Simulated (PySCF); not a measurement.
PySCF input (BP86/def2-SVP):

```python
from pyscf import gto, dft

mol = gto.M(
    atom='''
    Si   -2.01068300    0.22388300    0.02312100
    C    -0.19429600    0.04512000   -0.01620100
    C     0.69453300    0.93056300   -0.79913200
    C     1.90498400    0.40121400   -0.50333500
    O     1.87057800   -0.72550400    0.38448200
    C     0.55685000   -0.88888900    0.64265800
    H    -2.66457000   -0.80755600    0.89741500
    H    -2.48406700    1.53909100    0.54848600
    H    -2.66787600    0.08024200   -1.31004800
    H     2.92222100    0.63394300   -0.78661900
    H     0.30682000   -1.70409700    1.30728000
    ''',
    basis='def2-svp',
    charge=-1,
    spin=0,
    verbose=4,
)

mf = dft.RKS(mol, xc='bp86')
mf.grids.level = 3
mf.conv_tol = 1e-9
mf.max_cycle = 100
mf.max_memory = 1500
mf.kernel()
if not mf.converged:
    mf = mf.newton()
    mf.kernel(mf.make_rdm1())
mf.dip_moment()
```

Output:

```
PySCF version 2.14.0

[INPUT] verbose = 4
[INPUT] num. atoms = 11
[INPUT] num. electrons = 52
[INPUT] charge = -1
[INPUT] spin (= nelec alpha-beta = 2S) = 0
[INPUT] symmetry False subgroup None
[INPUT] Mole.unit = angstrom
[INPUT] Symbol           X                Y                Z      unit          X                Y                Z       unit  Magmom
[INPUT]  1 Si    -2.010683000000   0.223883000000   0.023121000000 AA   -3.799640193319   0.423077553946   0.043692357726 Bohr   0.0
[INPUT]  2 C     -0.194296000000   0.045120000000  -0.016201000000 AA   -0.367166227098   0.085264442740  -0.030615452944 Bohr   0.0
[INPUT]  3 C      0.694533000000   0.930563000000  -0.799132000000 AA    1.312477154473   1.758509211654  -1.510140617376 Bohr   0.0
[INPUT]  4 C      1.904984000000   0.401214000000  -0.503335000000 AA    3.599898031678   0.758184577341  -0.951165298908 Bohr   0.0
[INPUT]  5 O      1.870578000000  -0.725504000000   0.384482000000 AA    3.534880114637  -1.371003862276   0.726565679825 Bohr   0.0
[INPUT]  6 C      0.556850000000  -0.888889000000   0.642658000000 AA    1.052293992464  -1.679756765139   1.214447611761 Bohr   0.0
[INPUT]  7 H     -2.664570000000  -0.807556000000   0.897415000000 AA   -5.035307539732  -1.526059670249   1.695868570077 Bohr   0.0
[INPUT]  8 H     -2.484067000000   1.539091000000   0.548486000000 AA   -4.694206305070   2.908460470783   1.036488323158 Bohr   0.0
[INPUT]  9 H     -2.667876000000   0.080242000000  -1.310048000000 AA   -5.041554974300   0.151635403687  -2.475631930034 Bohr   0.0
[INPUT] 10 H      2.922221000000   0.633943000000  -0.786619000000 AA    5.522197365453   1.197978648585  -1.486494474379 Bohr   0.0
[INPUT] 11 H      0.306820000000  -1.704097000000   1.307280000000 AA    0.579805769539  -3.220276619693   2.470401168121 Bohr   0.0

nuclear repulsion = 256.336489446484
number of shells = 53
number of NR pGTOs = 191
number of NR cGTOs = 113
basis = def2-svp
ecp = {}

******** <class 'pyscf.dft.rks.RKS'> ********
method = RKS
initial guess = minao
damping factor = 0
level_shift factor = 0
DIIS = <class 'pyscf.scf.diis.CDIIS'>
diis_start_cycle = 1
diis_space = 8
diis_damp = 0
SCF conv_tol = 1e-09
SCF conv_tol_grad = None
SCF max_cycles = 100
direct_scf = True
direct_scf_tol = 1e-13
XC library pyscf.dft.libxc version 7.1.2
    S. Lehtola, C. Steigemann, M. J. T. Oliveira, and M. A. L. Marques,  SoftwareX 7, 1–5 (2018)
XC functionals = bp86
    A. D. Becke,  Phys. Rev. A 38, 3098 (1988)
    J. P. Perdew,  Phys. Rev. B 33, 8822 (1986)
    J. P. Perdew,  Phys. Rev. B 34, 7406–7406 (1986)
radial grids:
    Treutler-Ahlrichs [JCP 102, 346 (1995); DOI:10.1063/1.469408] (M4) radial grids

becke partition: Becke, JCP 88, 2547 (1988); DOI:10.1063/1.454033
pruning grids: <function nwchem_prune>
grids dens level: 3
symmetrized grids: False
atomic radii adjust function: <function treutler_atomic_radii_adjust>
small_rho_cutoff = 0
Set gradient conv threshold to 3.16228e-05
Initial guess from minao.
tot grids = 138776
init E= -520.400861635114
  HOMO = -0.270726558997747  LUMO = -0.0980665965864005  gap/eV = 4.69832
cycle= 1 E= -519.690693565092  delta_E= 0.71  |g|= 0.722  |ddm|= 3.88
  HOMO = 0.198348565898419  LUMO = 0.201088575500863  gap/eV = 0.07456
cycle= 2 E= -517.809238754539  delta_E= 1.88  |g|= 1.98  |ddm|= 15.5
  HOMO = -0.0129026820334377  LUMO = 0.158174894101442  gap/eV = 4.65526
cycle= 3 E= -519.773048270361  delta_E= -1.96  |g|= 0.476  |ddm|= 15.4
  HOMO = 0.0310964879788092  LUMO = 0.142807404808616  gap/eV = 3.03981
cycle= 4 E= -519.834075706052  delta_E= -0.061  |g|= 0.189  |ddm|= 0.835
  HOMO = 0.039503039789607  LUMO = 0.154580831678471  gap/eV = 3.13143
cycle= 5 E= -519.836056679929  delta_E= -0.00198  |g|= 0.179  |ddm|= 0.388
  HOMO = 0.0478250414276644  LUMO = 0.154553633886703  gap/eV = 2.90423
cycle= 6 E= -519.842652025578  delta_E= -0.0066  |g|= 0.0793  |ddm|= 0.241
  HOMO = 0.0523659883519993  LUMO = 0.154010773442823  gap/eV = 2.76590
cycle= 7 E= -519.844327496257  delta_E= -0.00168  |g|= 0.0184  |ddm|= 0.134
  HOMO = 0.0534152314369036  LUMO = 0.1546322526243  gap/eV = 2.75426
cycle= 8 E= -519.844399959916  delta_E= -7.25e-05  |g|= 0.00847  |ddm|= 0.0284
  HOMO = 0.0528812328552295  LUMO = 0.154364108872048  gap/eV = 2.76149
cycle= 9 E= -519.844418791576  delta_E= -1.88e-05  |g|= 0.00164  |ddm|= 0.0113
  HOMO = 0.0530057039750047  LUMO = 0.15438247109758  gap/eV = 2.75860
cycle= 10 E= -519.844419416735  delta_E= -6.25e-07  |g|= 0.000785  |ddm|= 0.00297
  HOMO = 0.0530263377658584  LUMO = 0.154423011234908  gap/eV = 2.75914
cycle= 11 E= -519.844419620823  delta_E= -2.04e-07  |g|= 0.000149  |ddm|= 0.00113
  HOMO = 0.0530250268489336  LUMO = 0.154403776929835  gap/eV = 2.75866
cycle= 12 E= -519.844419627758  delta_E= -6.93e-09  |g|= 2.86e-05  |ddm|= 0.000366
  HOMO = 0.0530282757077547  LUMO = 0.154409355297448  gap/eV = 2.75872
cycle= 13 E= -519.84441962794  delta_E= -1.82e-10  |g|= 1.84e-05  |ddm|= 7.4e-05
  HOMO = 0.0530226081580083  LUMO = 0.154406685169302  gap/eV = 2.75880
Extra cycle  E= -519.844419627703  delta_E= 2.37e-10  |g|= 3.54e-05  |ddm|= 7.4e-05
converged SCF energy = -519.844419627703

WARN: System has nonzero charge -1; the dipole moment is origin-dependent.
Location of origin: [0. 0. 0.]

Dipole moment(X, Y, Z, Debye): -0.80498, -2.85519,  2.32082
```

The dipole moment of an ion depends on the origin.

The geometry given is a B3LYP-D3(BJ)/def2-TZVP minimum.
